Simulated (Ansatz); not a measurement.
Steps of a relaxation of CH$_{4}$ClGeNO with RKS PBE-D4/def2-SVP.

```sh
$ ansatz run in.yaml --threads 4 --pin off --events-out ev --progress --plain --max-ram 10444MiB
```

```yaml
crystal:
  periodic: [false, false, false]
  atoms:
    - {symbol: N, position_ang: [1.396000, -0.198200, -0.457900]}
    - {symbol: C, position_ang: [0.149900, -0.619000, 0.216900]}
    - {symbol: O, position_ang: [-0.906400, -0.789200, -0.659300]}
    - {symbol: Ge, position_ang: [-1.141500, 0.737500, 0.349200]}
    - {symbol: Cl, position_ang: [-0.967700, 2.442400, -0.953800]}
    - {symbol: H, position_ang: [1.831700, -0.980900, -0.853600]}
    - {symbol: H, position_ang: [2.007200, 0.255500, 0.259600]}
    - {symbol: H, position_ang: [0.285800, -1.403200, 0.971500]}
    - {symbol: H, position_ang: [-2.566400, 0.508700, 1.110300]}
basis:
  gaussian: {orbitals: def2-SVP}
hamiltonian: {xc: pbe, dispersion: d4}
relax: {f_tol: 0.03, max_steps: 200}
```

Positions (Å) and forces (eV/Å) along the path, 15 of 23 steps:

```xyz
9
step=1 energy=-73646.3592 eV
N     1.396   -0.198   -0.458   -1.698    2.259    2.157
C     0.150   -0.619    0.217    2.490   -0.053   -1.127
O    -0.906   -0.789   -0.659   -0.617   -0.723   -0.436
Ge   -1.141    0.738    0.349   -1.898    0.720    0.945
Cl   -0.968    2.442   -0.954   -0.122    0.214    0.038
H     1.832   -0.981   -0.854    1.214   -1.861   -0.887
H     2.007    0.256    0.260   -0.155   -0.536   -0.642
H     0.286   -1.403    0.972   -0.175   -0.439    0.585
H    -2.566    0.509    1.110    0.963    0.418   -0.633
9
step=3 energy=-73646.6651 eV
N     1.402   -0.176   -0.427   -0.101   -0.164    0.175
C     0.205   -0.628    0.225    0.404    0.009   -0.120
O    -0.890   -0.856   -0.622    0.004   -0.085   -0.095
Ge   -1.192    0.718    0.353    0.032    0.196    0.091
Cl   -1.082    2.492   -0.892    0.001   -0.034   -0.024
H     1.824   -0.955   -0.964   -0.092    0.173    0.046
H     2.086    0.129    0.282   -0.005   -0.108   -0.128
H     0.322   -1.385    1.043   -0.086    0.065    0.029
H    -2.586    0.615    0.985   -0.158   -0.052    0.025
9
step=4 energy=-73646.7024 eV
N     1.437   -0.187   -0.407    0.154   -0.200    0.247
C     0.234   -0.588    0.244   -0.101   -0.233   -0.345
O    -0.853   -0.829   -0.619    0.321    0.043    0.211
Ge   -1.201    0.740    0.377   -0.089    0.217    0.000
Cl   -1.152    2.511   -0.885    0.025   -0.050   -0.036
H     1.771   -0.940   -1.036   -0.220    0.214    0.012
H     2.186   -0.010    0.280   -0.122   -0.042   -0.077
H     0.297   -1.302    1.105    0.107    0.074   -0.042
H    -2.631    0.557    0.924   -0.075   -0.024    0.029
9
step=5 energy=-73646.7342 eV
N     1.459   -0.176   -0.355    1.292   -0.853   -0.089
C     0.262   -0.564    0.269   -0.663   -0.364   -0.263
O    -0.811   -0.811   -0.604    0.489    0.095    0.343
Ge   -1.212    0.762    0.395   -0.209    0.178    0.126
Cl   -1.193    2.499   -0.923    0.022   -0.053   -0.051
H     1.678   -0.846   -1.148   -0.329    0.854    0.705
H     2.275   -0.184    0.311   -0.796   -0.009   -0.624
H     0.302   -1.249    1.158    0.178    0.140   -0.090
H    -2.672    0.522    0.880    0.015    0.012   -0.056
9
step=7 energy=-73646.8686 eV
N     1.481   -0.168   -0.280    0.911   -1.304   -0.554
C     0.284   -0.571    0.327   -0.213   -0.237   -0.590
O    -0.774   -0.820   -0.525    0.444   -0.087    0.244
Ge   -1.234    0.772    0.448   -0.337    0.333    0.349
Cl   -1.155    2.414   -0.996    0.034   -0.001   -0.086
H     1.536   -0.551   -1.281   -0.110    0.789    1.455
H     2.334   -0.432    0.281   -0.857    0.320   -0.695
H     0.363   -1.217    1.238    0.114    0.199   -0.043
H    -2.747    0.527    0.770    0.015   -0.013   -0.080
9
step=8 energy=-73647.0244 eV
N     1.506   -0.218   -0.277    0.222   -1.037   -0.630
C     0.319   -0.569    0.353   -0.048   -0.605   -0.913
O    -0.755   -0.806   -0.434    0.523    0.030    0.286
Ge   -1.287    0.816    0.549   -0.405    0.237    0.330
Cl   -1.130    2.397   -0.979    0.042    0.025   -0.137
H     1.477   -0.452   -1.316    0.025    0.642    1.365
H     2.377   -0.546    0.198   -0.654    0.366   -0.396
H     0.431   -1.168    1.288    0.036    0.313    0.119
H    -2.849    0.500    0.600    0.259    0.028   -0.025
9
step=9 energy=-73647.2604 eV
N     1.504   -0.295   -0.268    0.217   -0.503   -1.962
C     0.340   -0.655    0.327    1.152   -0.813    0.604
O    -0.721   -0.823   -0.357   -0.764   -0.175   -0.560
Ge   -1.325    0.872    0.654   -1.038    0.635    0.518
Cl   -1.087    2.364   -0.995    0.036   -0.105   -0.106
H     1.434   -0.263   -1.349    0.219    0.182    2.041
H     2.397   -0.639    0.124   -0.375    0.369   -0.100
H     0.453   -1.086    1.367    0.034    0.314   -0.359
H    -2.907    0.479    0.479    0.518    0.095   -0.075
9
step=10 energy=-73647.4598 eV
N     1.522   -0.368   -0.281   -0.096   -0.018   -2.356
C     0.388   -0.758    0.313   -1.811   -0.606   -0.656
O    -0.746   -0.844   -0.331    2.164    0.463    1.538
Ge   -1.418    0.992    0.777   -0.824   -0.024   -0.225
Cl   -1.082    2.340   -1.010    0.041   -0.137    0.108
H     1.430   -0.158   -1.343    0.255   -0.323    2.090
H     2.436   -0.671    0.073   -0.115    0.303    0.079
H     0.495   -1.057    1.406   -0.053    0.092   -0.667
H    -2.938    0.477    0.379    0.438    0.249    0.090
9
step=12 energy=-73647.8354 eV
N     1.544   -0.459   -0.334   -0.647    0.201   -0.721
C     0.451   -0.838    0.361    0.065   -0.172   -0.496
O    -0.719   -0.751   -0.090    0.665    0.178    0.389
Ge   -1.617    1.081    0.789   -0.445    0.116   -0.060
Cl   -1.039    2.273   -1.068    0.025   -0.103    0.077
H     1.391    0.017   -1.258    0.114   -0.462    0.836
H     2.498   -0.693   -0.046   -0.128    0.145    0.133
H     0.658   -1.246    1.386    0.075    0.007   -0.147
H    -3.077    0.570    0.243    0.276    0.089   -0.011
9
step=14 energy=-73648.0307 eV
N     1.471   -0.480   -0.390   -0.139   -0.061    0.184
C     0.501   -0.937    0.433   -0.311    0.386   -0.067
O    -0.725   -0.733    0.234    0.940   -0.186    0.502
Ge   -1.767    1.172    0.749    0.194   -0.025   -0.141
Cl   -0.853    2.241   -1.078   -0.044   -0.168    0.106
H     1.198    0.130   -1.173   -0.081    0.024    0.116
H     2.470   -0.574   -0.168   -0.335   -0.064   -0.001
H     0.891   -1.480    1.356   -0.277    0.104   -0.558
H    -3.098    0.617    0.018    0.053   -0.011   -0.142
9
step=15 energy=-73648.1483 eV
N     1.406   -0.442   -0.390   -0.269    0.219    0.216
C     0.512   -0.937    0.496    0.083   -0.346   -0.292
O    -0.726   -0.734    0.421    0.734    0.014    0.557
Ge   -1.766    1.196    0.724    0.096   -0.121   -0.233
Cl   -0.771    2.163   -1.119    0.085   -0.098    0.038
H     1.072    0.252   -1.088   -0.001   -0.137    0.316
H     2.419   -0.546   -0.249   -0.303   -0.051    0.010
H     0.977   -1.626    1.296   -0.492    0.559   -0.621
H    -3.035    0.628   -0.108    0.068   -0.040    0.009
9
step=16 energy=-73648.2695 eV
N     1.345   -0.392   -0.386   -0.317   -0.066    0.289
C     0.504   -0.977    0.498    0.395    0.360    0.055
O    -0.726   -0.738    0.563    0.396   -0.095    0.250
Ge   -1.739    1.206    0.676    0.092   -0.201    0.002
Cl   -0.650    2.082   -1.162    0.056   -0.035   -0.099
H     0.974    0.378   -0.982    0.000   -0.162    0.199
H     2.359   -0.530   -0.317   -0.227   -0.036   -0.002
H     1.016   -1.678    1.247   -0.492    0.272   -0.643
H    -2.994    0.604   -0.155    0.095   -0.037   -0.051
9
step=18 energy=-73648.3731 eV
N     1.272   -0.275   -0.326    0.462   -0.634    0.535
C     0.482   -0.924    0.539   -0.535    0.288   -0.140
O    -0.712   -0.593    0.808    0.961   -0.318    0.153
Ge   -1.696    1.263    0.675   -0.154   -0.402   -0.426
Cl   -0.579    1.912   -1.281   -0.037    0.313   -0.098
H     0.914    0.580   -0.803   -0.071    0.036   -0.046
H     2.244   -0.596   -0.437   -0.337    0.168   -0.056
H     0.931   -1.835    1.033   -0.261    0.327   -0.183
H    -2.767    0.420   -0.227   -0.028    0.221    0.261
9
step=20 energy=-73648.4150 eV rejected
N     1.309   -0.271   -0.283   -0.113    0.239   -0.113
C     0.498   -0.920    0.541   -0.155   -0.442    0.328
O    -0.693   -0.623    0.804    0.052    0.274    0.017
Ge   -1.708    1.228    0.648    0.115   -0.034   -0.305
Cl   -0.574    1.976   -1.309   -0.134   -0.053    0.200
H     0.924    0.563   -0.778    0.026    0.082   -0.111
H     2.241   -0.621   -0.488    0.136   -0.042    0.052
H     0.922   -1.814    1.056    0.065   -0.056   -0.105
H    -2.831    0.437   -0.208    0.007    0.031    0.037
9
step=23 energy=-73648.4349 eV
N     1.316   -0.253   -0.257   -0.001    0.003   -0.003
C     0.492   -0.927    0.544   -0.002    0.001   -0.019
O    -0.676   -0.584    0.843   -0.014    0.005    0.009
Ge   -1.695    1.257    0.618    0.001   -0.013   -0.008
Cl   -0.615    1.939   -1.349   -0.004   -0.004   -0.002
H     0.953    0.594   -0.748    0.001    0.003    0.013
H     2.245   -0.619   -0.465    0.007   -0.004   -0.002
H     0.894   -1.873    0.978    0.005   -0.001    0.007
H    -2.825    0.420   -0.181    0.005    0.010    0.005
```

It took 36 s on 4 threads of an Arm Neoverse V1 on a shared host, with 0.19 GiB of host memory at the peak.
